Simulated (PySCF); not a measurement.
Working out the ionisation energy of P⁺

P⁺ [Ne] 3s2 3p2 (3P) → P²⁺ [Ne] 3s2 3p1 (2P). Computed with PySCF 2.14 in dyall-av2z, with the non-relativistic Hamiltonian (point nucleus). Frozen: [Ne]; the 16 highest virtual orbitals dropped. Energies in hartree (1 hartree = 27.21139 eV):

```
             part   P⁺ (lower)  P²⁺ (upper)
              UHF  -340.343848  -339.640394
MP2 opposite-spin    -0.043240    -0.037295
    MP2 same-spin    -0.008826    -0.002508
```

Q: What does Hartree-Fock give?

A: (-339.640394) − (-340.343848) = 0.703454 hartree = 19.142 eV.

Q: What do MP2 and SCS-MP2 (6/5 opposite-spin, 1/3 same-spin) give?

A: The opposite-spin parts differ by 0.162 eV and the same-spin parts by 0.172 eV. MP2: 19.142 + (0.162) + (0.172) = 19.476 eV. SCS-MP2: 19.142 + 1.2 × (0.162) + (0.172)/3 = 19.394 eV.

A first-order spin-orbit estimate adds -0.006 eV to MP2 (valence), giving 19.470 eV against 19.769 eV (semi-empirical (NIST evaluation); NIST Atomic Spectra Database, ionization energies).

A double-zeta basis recovers only part of the correlation energy.

What remains against the reference includes basis incompleteness, the frozen core and correlation beyond second order.
